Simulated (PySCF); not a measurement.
1,3-dibromopropa-1,2-diene (C3H2Br2), SMILES BrC=C=CBr.

The structure is a stationary point at B3LYP-D3(BJ)/def2-SVP.

Two levels are set side by side: PBE/def2-TZVP (PySCF) and CAM-B3LYP/def2-TZVP (PySCF). Same geometry, gas phase. Differences are taken from unrounded values.

```
quantity                     CAM-B3LYP    PBE  PBE minus CAM-B3LYP
---------------------------  ---------  -----  -------------------
orbital gap (eV)                  8.56   4.11                -4.45
highest occupied level (eV)      -8.92  -6.51                 2.41
lowest empty level (eV)          -0.36  -2.40                -2.04
dipole moment (D)                 1.36   1.24                -0.12
mean polarisability (bohr³)       81.4   85.6                  4.2
```

PBE's occupied levels lie high since its potential decays too fast outside the molecule; exact exchange lowers them and widens the gap. PBE's more diffuse valence density responds more strongly to a field. Differences between two approximate levels are no errors against the true value.

Rough cost on one machine, each run with all the roots and properties that it gave: CAM-B3LYP against PBE within a factor of 2.
